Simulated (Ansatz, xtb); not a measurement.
# Ranking isomers of C3H10BN3

3 gas-phase structures of C3H10BN3, from a drawn sample of its isomers (lower ones may exist). Each was relaxed with GFN2-xTB; where two conformers were screened, the lower at r2SCAN-D4/def2-SVP//GFN2-xTB is listed:

A. `C=CN(C)B(N)N`, a singlet
B. `CNB1NCCN1`, a singlet
C. `NC1CNBNC1`, a singlet

Task: Which do you expect lowest at r2SCAN-D4/def2-SVP//GFN2-xTB, and how would the others follow?

Result: Calculated order at r2SCAN-D4/def2-SVP//GFN2-xTB: B (0.000), A (0.037), C (0.644) eV. Less than 1 kcal/mol parts B and A, so the order within that pair means little.

Energies above the lowest of each column, in eV; the last columns are at r2SCAN-D4/def2-SVP geometries:

```json
{"structure": "B", "GFN2-xTB": "0.000", "HF/STO-3G": "0.000", "r2SCAN-D4/def2-SVP//GFN2-xTB": "0.000", "r2SCAN-D4/def2-SVP": "0.000", "CCSD(T)/def2-SVP + ΔMP2/def2-TZVPP": "0.038"}
{"structure": "A", "GFN2-xTB": "0.641", "HF/STO-3G": "1.820", "r2SCAN-D4/def2-SVP//GFN2-xTB": "0.037", "r2SCAN-D4/def2-SVP": "0.058", "CCSD(T)/def2-SVP + ΔMP2/def2-TZVPP": "0.000"}
{"structure": "C", "GFN2-xTB": "0.309", "HF/STO-3G": "0.990", "r2SCAN-D4/def2-SVP//GFN2-xTB": "0.644", "r2SCAN-D4/def2-SVP": "0.682", "CCSD(T)/def2-SVP + ΔMP2/def2-TZVPP": "0.667"}
```

CCSD(T)/def2-SVP + ΔMP2/def2-TZVPP has A and B within 1 kcal/mol of each other at the bottom, and every level picks one of them. CCSD(T)/def2-SVP + ΔMP2/def2-TZVPP orders those it was run on as A (0.000), B (0.038), C (0.667) eV. Less than 1 kcal/mol parts A and B, so the order within that pair means little. Flexible structures stand in one conformer each, not always the lowest. The ΔMP2 step shifts differences by up to 0.152 eV, which makes them less sure. ΔMP2 is the change of the MP2 energy from the smaller to the larger basis.

Programs: Ansatz 0.2.0, xtb 6.7.1.
